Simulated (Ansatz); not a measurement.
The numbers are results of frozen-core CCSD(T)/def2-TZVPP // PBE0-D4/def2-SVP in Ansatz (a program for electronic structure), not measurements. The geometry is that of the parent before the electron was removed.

Ansatz 0.2 input:
```yaml
crystal:
  periodic: [false, false, false]
  atoms:
    - { symbol: In, position_ang: [0.176215, -0.182508, 0.108617] }
    - { symbol: H, position_ang: [-0.108061, 0.543596, 1.669166] }
    - { symbol: H, position_ang: [-0.855456, -1.500594, -0.383711] }
    - { symbol: H, position_ang: [1.666967, 0.108656, -0.724815] }
    - { symbol: O, position_ang: [-1.229407, 1.440137, -1.001901] }
    - { symbol: H, position_ang: [-1.606708, 2.052593, -0.358281] }
    - { symbol: H, position_ang: [-1.984367, 0.999293, -1.411081] }
basis:
  gaussian: { orbitals: def2-TZVPP }
correlation:
  method: ccsd_t
total_charge: 1
magnetization:
  spin_polarized: true
  initial_magnetization: 1
```

Output:

```
Functional definition: HF
1069 factors; integrals over basis functions are off by at most 7.2e-4 eV
mean field evaluation 1: about -7249.1498 eV, gradient 4.3e1 eV
mean field evaluation 2: about -7249.1515 eV, gradient 4.3e1 eV
mean field evaluation 4: about -7255.7622 eV, gradient 2.7e0 eV
mean field evaluation 8: about -7255.9302 eV, gradient 3.0e-1 eV
mean field evaluation 16: about -7255.9347 eV, gradient 4.6e-6 eV
mean field evaluation 32: about -7255.9347 eV, gradient 2.0e-2 eV
mean field evaluation 64: about -7255.9318 eV, gradient 5.2e-2 eV
mean field evaluation 96: about -7255.9329 eV, gradient 1.4e-1 eV
mean field evaluation 128: about -7255.9297 eV, gradient 1.6e-2 eV
mean field evaluation 160: about -7253.0773 eV, gradient 2.0e0 eV
mean field evaluation 192: about -7255.9001 eV, gradient 5.0e-4 eV
mean field -7255.93468961 eV, -266.6506815940 hartree, gradient 3.6e-8 eV, S^2 0.778458; 7 other end points of the search recorded, 0 dependent functions left out
determinant -7255.93468961 eV, -266.6506815940 hartree, with singles and doubles -7271.31306941 eV, -267.2158266279 hartree
determinant -7255.90008295 eV, -266.6494098228 hartree, with singles and doubles -7271.31308536 eV, -267.2158272140 hartree
determinant -7255.93468961 eV, -266.6506815940 hartree, with singles and doubles -7271.22685510 eV, -267.2126583103 hartree
determinant -7255.90008295 eV, -266.6494098228 hartree, with singles and doubles -7271.21130088 eV, -267.2120867031 hartree
5 core orbitals not correlated
reference -7255.93468961 eV, -266.6506815940 hartree; 12, 11 occupied and 134, 135 virtual orbitals, 1069 factors
second order -14.80011614 eV of doubles, -0.00000000 eV of singles
cycle   1  -15.29216731 eV  change   -1.8e-6 eV  update   3.6e-6
perturbative correction -0.45212178 eV, -0.0166151689 hartree
Total energy: -7271.67897870 eV, -267.2292735461 hartree
```

Cost: very roughly 8 core-minutes.
